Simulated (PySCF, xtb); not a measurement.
Mo(O)(NH)(F)(Me) (CH4FMoNO), SMILES [CH3][Mo](=[NH])(=[O])[F], multiplicity 1.

xtb 6.7.1 with GFN2-xTB at its own geometry gives an orbital gap of 2.55 eV and a dipole moment of 3.52 D.

The structure is a stationary point at r2SCAN-D4/def2-SVP. The spin state was assumed, not searched. The structure was generated by enumeration; whether it is a known compound was not checked. The def2 effective core potentials stand for the cores of Mo; spin–orbit coupling is left out.

Q: What does PBE/def2-TZVP (PySCF) give? (The exact figures need the calculation; the answer reports its results.)

A: gap 3.71 eV (levels -7.04 and -3.33 eV), dipole 1.83 D.
